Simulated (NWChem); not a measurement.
The numbers come from NWChem runs, not from measurements. System: H₃BF₃N, charge 0, spin multiplicity 1, at a geometry optimised with PBE0/def2-SVP. The structure started from a generated list of species. Level: MP2/def2-TZVP, 5 core orbitals frozen.

Input file:

```
start mol
memory heap 200 mb stack 900 mb global 1100 mb
geometry units angstroms nocenter noautoz noautosym
  B     -0.026740     0.131026     0.167582
  F      1.210326     0.180044     0.745010
  F     -0.978871    -0.493492     0.922289
  F     -0.434024     1.306069    -0.397693
  N      0.182460    -0.894083    -1.143573
  H     -0.685385    -0.969139    -1.675458
  H      0.451797    -1.825405    -0.824522
  H      0.913189    -0.535595    -1.759373
end
basis spherical
  * library def2-tzvp
end
scf
  rhf
  nopen 0
  maxiter 100
  thresh 1e-7
  semidirect memsize 60000000 filesize 0
end
mp2
  freeze core 5
end
task mp2 energy
```

NWChem printed:

```
             Northwest Computational Chemistry Package (NWChem) 7.3.0
             --------------------------------------------------------

                                NWChem Input Module
                                -------------------

 Scaling coordinates for geometry "geometry" by  1.889725989
 (inverse scale =  0.529177249)

                             Geometry "geometry" -> ""
                             -------------------------

 Output coordinates in angstroms (scale by  1.889725989 to convert to a.u.)

  No.       Tag          Charge          X              Y              Z
 ---- ---------------- ---------- -------------- -------------- --------------
    1 B                    5.0000    -0.02674000     0.13102600     0.16758200
    2 F                    9.0000     1.21032600     0.18004400     0.74501000
    3 F                    9.0000    -0.97887100    -0.49349200     0.92228900
    4 F                    9.0000    -0.43402400     1.30606900    -0.39769300
    5 N                    7.0000     0.18246000    -0.89408300    -1.14357300
    6 H                    1.0000    -0.68538500    -0.96913900    -1.67545800
    7 H                    1.0000     0.45179700    -1.82540500    -0.82452200
    8 H                    1.0000     0.91318900    -0.53559500    -1.75937300

 Effective nuclear repulsion energy (a.u.)     191.4831577830

            Nuclear Dipole moment (a.u.)
            ----------------------------
        X                 Y               Z
 ---------------- ---------------- ----------------
    -0.0000000000    -0.0000018897     0.0000000000


 Summary of "ao basis" -> "" (spherical)
 ------------------------------------------------------------------------------
       Tag                 Description            Shells   Functions and Types
 ---------------- ------------------------------  ------  ---------------------
 *                         def2-tzvp                  on all atoms

 Summary of "ao basis" -> "ao basis" (spherical)
 ------------------------------------------------------------------------------
       Tag                 Description            Shells   Functions and Types
 ---------------- ------------------------------  ------  ---------------------
 B                         def2-tzvp                11       31   5s3p2d1f
 F                         def2-tzvp                11       31   5s3p2d1f
 N                         def2-tzvp                11       31   5s3p2d1f
 H                         def2-tzvp                 4        6   3s1p

                                 NWChem SCF Module
                                 -----------------

  ao basis        = "ao basis"
  functions       =   173
  atoms           =     8
  closed shells   =    21
  open shells     =     0
  charge          =   0.00
  wavefunction    = RHF
  use symmetry    = F
  symmetry adapt  = F

 Summary of "ao basis" -> "ao basis" (spherical)
 ------------------------------------------------------------------------------
       Tag                 Description            Shells   Functions and Types
 ---------------- ------------------------------  ------  ---------------------
 B                         def2-tzvp                11       31   5s3p2d1f
 F                         def2-tzvp                11       31   5s3p2d1f
 N                         def2-tzvp                11       31   5s3p2d1f
 H                         def2-tzvp                 4        6   3s1p

 Forming initial guess at       0.1s

      Superposition of Atomic Density Guess
[...]
 Vector   23  Occ=0.000000D+00  E= 1.590603D-01
              MO Center= -1.6D-01, -6.3D-01, -1.9D+00, r^2= 5.3D+00
   Bfn.  Coefficient  Atom+Function         Bfn.  Coefficient  Atom+Function
  ----- ------------  ---------------      ----- ------------  ---------------
   158      1.983605  6 H  s                170     -1.665211  8 H  s
   136      1.098753  5 N  px                12     -0.391626  1 B  px
   164     -0.318408  7 H  s                 36      0.303308  2 F  s
    67     -0.254456  3 F  s                130      0.189370  5 N  px
   137      0.162921  5 N  py

 Vector   24  Occ=0.000000D+00  E= 1.590609D-01
              MO Center=  6.1D-01, -1.6D+00, -9.8D-01, r^2= 5.3D+00
   Bfn.  Coefficient  Atom+Function         Bfn.  Coefficient  Atom+Function
  ----- ------------  ---------------      ----- ------------  ---------------
   164      2.106625  7 H  s                170     -1.329074  8 H  s
   137      0.864785  5 N  py               158     -0.777566  6 H  s
   138     -0.691804  5 N  pz                98      0.322024  4 F  s
    13     -0.307640  1 B  py                14      0.247345  1 B  pz
    67     -0.203314  3 F  s

 center of mass
 --------------
 x =  -0.02006727 y =   0.09833237 z =   0.12577044

 moments of inertia (a.u.)
 ------------------
         385.624765353408           1.366732125777           1.749645175612
           1.366732125777         379.199159354628          -8.574182528021
           1.749645175612          -8.574182528021         374.941642119886

  Mulliken analysis of the total density
  --------------------------------------

    Atom       Charge   Shell Charges
 -----------   ------   -------------------------------------------------------
    1 B    5     4.20   0.91  1.07  0.42  0.13  0.00  0.85  0.28  0.06  0.18  0.21  0.09
    2 F    9     9.40   0.77  1.20  0.59  0.99  0.37  2.26  2.29  0.92  0.00  0.01  0.00
    3 F    9     9.40   0.77  1.20  0.59  0.99  0.37  2.26  2.29  0.92  0.00  0.01  0.00
    4 F    9     9.40   0.77  1.20  0.59  0.99  0.37  2.26  2.29  0.92  0.00  0.01  0.00
    5 N    7     7.48   0.82  1.16  0.51  0.87  0.08  1.52  1.83  0.66  0.01  0.03  0.00
    6 H    1     0.71   0.25  0.38  0.04  0.03
    7 H    1     0.71   0.25  0.38  0.04  0.03
    8 H    1     0.71   0.25  0.38  0.04  0.03

       Multipole analysis of the density wrt the origin
       ------------------------------------------------

     L   x y z        total         open         nuclear
     -   - - -        -----         ----         -------
     0   0 0 0     -0.000000      0.000000     42.000000

     1   1 0 0      0.309079      0.000000     -0.000000
     1   0 1 0     -1.514547      0.000000     -0.000002
     1   0 0 1     -1.937171      0.000000      0.000000

     2   2 0 0    -21.606058      0.000000     90.160420
     2   1 1 0     -0.583447      0.000000     -2.149897
     2   1 0 1     -0.746189      0.000000     -2.750509
     2   0 2 0    -18.866406      0.000000    100.259858
     2   0 1 1      3.656423      0.000000     13.478205
     2   0 0 2    -17.048291      0.000000    106.958633

                   NWChem MP2 Semi-direct Energy/Gradient Module
                   ---------------------------------------------

  Basis functions       =    173
  Molecular orbitals    =    173
  Frozen core           =      5
  Frozen virtuals       =      0
  Active alpha occupied =     16
  Active beta occupied  =     16
  Active alpha virtual  =    152
  Active beta virtual   =    152
  Use MO symmetry       = F
  Use skeleton AO sym   = F

  AO/Fock/Back tols     =   1.0D-09  1.0D-09  1.0D-09

 GA uses MA = F    GA memory limited = T

 Available:
  local mem=  1.26D+08
 global mem=  1.44D+08
 local disk=  0.00D+00
  mp2_memr nvloc                   152
  nvloc new                   152
   1 passes of  16:        5242880                     182606                 120395295.
   1 passes of  16: M    126150797           G      144119342           F     120907917.

 Semi-direct pass number   1 of   1  for RHF alpha+beta  at       30.9s
  vrange nnbf                 14554
  mp2_eaftype                   459  avail_ma_in_mb                  1099
 EAF : mp2_eaftype filesize         459   60197648.
  mp2_eaf for mointskh                    459
Node 0 wrote    283.2 Mb in      0.0 s     Agg I/O rate:  6803.3 Mb/s
 Done moints_semi at       38.8s
  mp2_eaftype                   459  avail_ma_in_mb                   640
 EAF : mp2_eaftype filesize         459   60197648.
  mp2_eaf for kh                   459
 Done maket at       39.4s
 Done multipass loop at       39.4s

          -------------------------------------------
          SCF energy                -379.588757080617
          Correlation energy          -1.070138578235
          Singlet pairs               -0.654568891865
          Triplet pairs               -0.415569686369
          Total MP2 energy          -380.658895658852
          -------------------------------------------

          ---------------------------------------------------
                    Spin Component Scaled (SCS) MP2
          Same spin pairs                     -0.277046457579
          Same spin scaling factor             0.333333333333
          Opposite spin pairs                 -0.793092120655
          Opposite spin scaling fact.          1.200000000000
          SCS-MP2 correlation energy          -1.044059363979
          Total SCS-MP2 energy              -380.632816444597
          ---------------------------------------------------

 -----------------------
 Performance information
 -----------------------

 Timer overhead =  1.35D-07 seconds/call

               Nr. of calls         CPU time (s)                 Wall time (s)                GFlops
             ---------------    -------------------     ------------------------------   -------------------
Name         Min   Avg   Max    Min     Avg     Max     Min     Avg     Max   Mx/calls   Min     Max     Sum
mp2: moin     1     1     1    7.9     7.9     7.9      7.9     7.9     7.9     7.9      0.0     0.0     0.0
mp2: make     1     1     1   0.59    0.59    0.59     0.59    0.59    0.59    0.59      0.0     0.0     0.0
mp2: tota     1     1     1    8.5     8.5     8.5      8.5     8.5     8.5     8.5      0.0     0.0     0.0

 The average no. of pstat calls per process was 3.00D+00
 with a timing overhead of 4.05D-07s

 Task  times  cpu:       39.4s     wall:       39.4s

 Total times  cpu:       39.4s     wall:       39.4s
```
